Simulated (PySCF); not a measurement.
CHCl, SMILES [CH]Cl (connectivity only; charge and spin as stated), neutral, multiplicity 1.

Coordinates come from a PBE0-D3(BJ)/def2-TZVPD optimisation. The isomer is the one that the SMILES or the coordinates give; other isomers of the formula were not compared.

Level of theory: PBE0/def2-TZVPD (PySCF).

Symmetry labels are those of the subgroup Cs that the program uses (full group Cs).

Problem. List the valence orbital energies around the gap with their symmetry. (The exact figures need the calculation; the answer reports its results.)

Solution. 
```csv
orbital,symmetry,energy (eV)
HOMO−7,A",-198.91
HOMO−6,A',-198.76
HOMO−5,A',-25.42
HOMO−4,A',-17.84
HOMO−3,A',-12.83
HOMO−2,A",-11.11
HOMO−1,A',-10.63
HOMO,A',-7.04
LUMO,A",-3.30
LUMO+1,A',0.37
LUMO+2,A',0.55
LUMO+3,A",1.40
```
